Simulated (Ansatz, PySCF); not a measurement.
Zr(OH)2(H)2 (H4O2Zr), SMILES [OH][ZrH2][OH], multiplicity 1.

The structure is a stationary point at r2SCAN-D4/def2-TZVP. The multiplicity is an assumed one; no other spin state was optimised. The structure was generated by enumeration; whether it is a known compound was not checked. The def2 effective core potentials stand for the cores of Zr; spin–orbit coupling is left out. One conformer was computed; it need not be the lowest.

Vertical ionisation energy (IE) and electron affinity (EA) in eV. Rows of orbital energies are one-electron estimates. Where ΔSCF, EOM or ADC give a negative EA the extra electron is unbound and the value depends on the basis.

| level | IE | EA |
|---|---|---|
| −ε(HOMO), −ε(LUMO), r2SCAN/def2-TZVPD (PySCF) | ? | ? |
| −ε(HOMO), −ε(LUMO), PBE/def2-TZVPD (PySCF) | 6.35 | 2.32 |
| ΔSCF, PBE0/def2-SVPD (Ansatz), final states of multiplicity 2 and 2 | 9.89 | -0.28 |
| ΔSCF, PBE/def2-SVPD (Ansatz), final states of multiplicity 2 and 2 | 9.49 | -0.21 |

**Question.** Some entries are withheld; supply them. (An estimate is asked for; the answer gives what the named calculation found.)

**Answer.** 
- −ε(HOMO), −ε(LUMO), r2SCAN/def2-TZVPD (PySCF), IE: 6.68
- −ε(HOMO), −ε(LUMO), r2SCAN/def2-TZVPD (PySCF), EA: 2.07

**Question.** What vertical singlet–triplet gap does ΔSCF give with PBE0/def2-SVPD (Ansatz, a first-principles code) and with PBE/def2-SVPD (Ansatz)? (Estimate from the structure and the level; the computed values follow.)

**Answer.** 3.94 and 3.76 eV (triplet above singlet where positive).
